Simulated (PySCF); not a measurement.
A mixed set of molecules. The calculation used PySCF 2.14.0, density-fitted response routines, TDDFT PBE0/def2-SVPD, vertical, gas phase, core orbitals frozen in the response. Geometries: GFN2-xTB; one conformer of each isolated species. Triplets are in the Tamm–Dancoff approximation.

Task: Rank by computed HOMO–LUMO gap, lowest first.
A. `CF` (CH3F)
B. `ClC1=CCCCC1` (C6H9Cl)
C. `C1[C@@H](CC=C1C)Cl` (C6H9Cl)
D. `C1C[SiH2][SiH2]C1` (C3H10Si2)
E. `Cc1cc(F)c(C)nn1` (C6H7FN2)
F. `O=C([SiH3])C/C=C\F` (C4H7FOSi)
G. `[H]/N=C1\CCC[C@]1(F)C#N` (C6H7FN2)
H. `C=CS[SiH2]C#C` (C4H6SSi)

Result: E (5.30 eV), F (5.64 eV), H (5.95 eV), G (6.47 eV), B (7.04 eV), C (7.47 eV), D (7.67 eV), A (10.79 eV).

```json
{"SMILES": "Cc1cc(F)c(C)nn1", "gap (eV)": "5.30", "T1 (eV)": "2.86", "S1 (eV)": "3.61", "HOMO (eV)": "-6.69", "LUMO (eV)": "-1.39", "α (au)": "83.9", "S1 mainly": "H→L (99%)"}
{"SMILES": "O=C([SiH3])C/C=C\\F", "gap (eV)": "5.64", "T1 (eV)": "2.87", "S1 (eV)": "3.55", "HOMO (eV)": "-6.98", "LUMO (eV)": "-1.34", "α (au)": "80.7", "S1 mainly": "H→L (93%)"}
{"SMILES": "C#C[SiH2]SC=C", "gap (eV)": "5.95", "T1 (eV)": "3.89", "S1 (eV)": "4.79", "HOMO (eV)": "-6.63", "LUMO (eV)": "-0.68", "α (au)": "92.5", "S1 mainly": "H→L (98%)"}
{"SMILES": "[H]/N=C1\\CCC[C@]1(F)C#N", "gap (eV)": "6.47", "T1 (eV)": "3.94", "S1 (eV)": "4.66", "HOMO (eV)": "-7.96", "LUMO (eV)": "-1.49", "α (au)": "77.0", "S1 mainly": "H→L (97%)"}
{"SMILES": "ClC1=CCCCC1", "gap (eV)": "7.04", "T1 (eV)": "4.15", "S1 (eV)": "6.15", "HOMO (eV)": "-6.91", "LUMO (eV)": "0.13", "α (au)": "82.4", "S1 mainly": "H→L+1 (62%)"}
{"SMILES": "CC1=CC[C@@H](Cl)C1", "gap (eV)": "7.47", "T1 (eV)": "4.34", "S1 (eV)": "6.40", "HOMO (eV)": "-6.96", "LUMO (eV)": "0.51", "α (au)": "81.9", "S1 mainly": "H→L+1 (94%)"}
{"SMILES": "C1C[SiH2][SiH2]C1", "gap (eV)": "7.67", "T1 (eV)": "5.74", "S1 (eV)": "6.41", "HOMO (eV)": "-7.63", "LUMO (eV)": "0.04", "α (au)": "89.9", "S1 mainly": "H→L (52%)"}
{"SMILES": "CF", "gap (eV)": "10.79", "T1 (eV)": "8.98", "S1 (eV)": "9.31", "HOMO (eV)": "-9.90", "LUMO (eV)": "0.89", "α (au)": "16.5", "S1 mainly": "H-1/H→L (≥94%)"}
```

H and L stand for HOMO and LUMO. A slash joins orbitals within 0.01 eV of each other, whose weights are summed (≥ marks a lower bound).

- `Cc1cc(F)c(C)nn1`: Löwdin shares by element: HOMO nitrogen 77%, carbon 15% or more; LUMO carbon 38% or more, nitrogen 37% (atoms not listed hold the other 26%).
- `O=C([SiH3])C/C=C\F`: Löwdin shares by element: HOMO oxygen 41%, carbon 26% or more, silicon 11% (atoms not listed hold the other 21%); LUMO carbon 45% or more, oxygen 32%, silicon 11%.
- `C#C[SiH2]SC=C`: Löwdin shares by element: HOMO sulfur 47%, carbon 41% or more, silicon 5%; LUMO carbon 45% or more, silicon 23%, sulfur 15% (atoms not listed hold the other 17%).
- `[H]/N=C1\CCC[C@]1(F)C#N`: Löwdin shares by element: HOMO nitrogen 54% or more, carbon 21% or more, hydrogen 7% or more (atoms not listed hold the other 18%); LUMO nitrogen 34%, carbon 33% or more (atoms not listed hold the other 33%).
- `ClC1=CCCCC1`: Löwdin shares by element: HOMO carbon 62% or more, chlorine 24%; LUMO carbon 59% or more, chlorine 9% (atoms not listed hold the other 32%).
- `CC1=CC[C@@H](Cl)C1`: Löwdin shares by element: HOMO carbon 77% or more (atoms not listed hold the other 23%); LUMO carbon 60% or more, hydrogen 7% or more (atoms not listed hold the other 33%).
- `C1C[SiH2][SiH2]C1`: Löwdin shares by element: HOMO silicon 52%, carbon 26% or more (atoms not listed hold the other 22%); LUMO silicon 43%, carbon 16% or more (atoms not listed hold the other 41%).
- `CF`: Löwdin shares by element: HOMO (one of a set within 0.03 eV) fluorine 52%, carbon 24%, hydrogen 20% or more; LUMO carbon 56%, hydrogen 36%.
